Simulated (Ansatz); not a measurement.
Reaction (isomerisation): `C[SiH](N)[SiH2]N` → `CN[SiH2][SiH2]N`

Computed with Ansatz on PBE0-D4/def2-TZVP structures; ΔE is electronic, products minus reactants. CCSD(T)/CBS is the MP2 limit (def2-TZVPP, def2-QZVPP) plus CCSD(T) − MP2 in def2-TZVPP, frozen cores. DFT in def2-TZVPP. One conformer a species, not always the lowest.

| level | ΔE (kcal/mol) |
| --- | --- |
| r2SCAN | 21.0 |
| HF/def2-TZVPP | 17.9 |

(1) What does CCSD(T)/CBS give? (An estimate is asked.)

Largest T1 diagnostic among the species: 0.011.

Results:

(1) Computed: +20.6 kcal/mol. The listed levels differ from it by 0.4, -2.7 kcal/mol.

In def2-TZVPP, CCSD(T) changes the Hartree–Fock value by +2.1 kcal/mol (the triples alone add +0.2 kcal/mol) and MP2 by +3.2 kcal/mol.
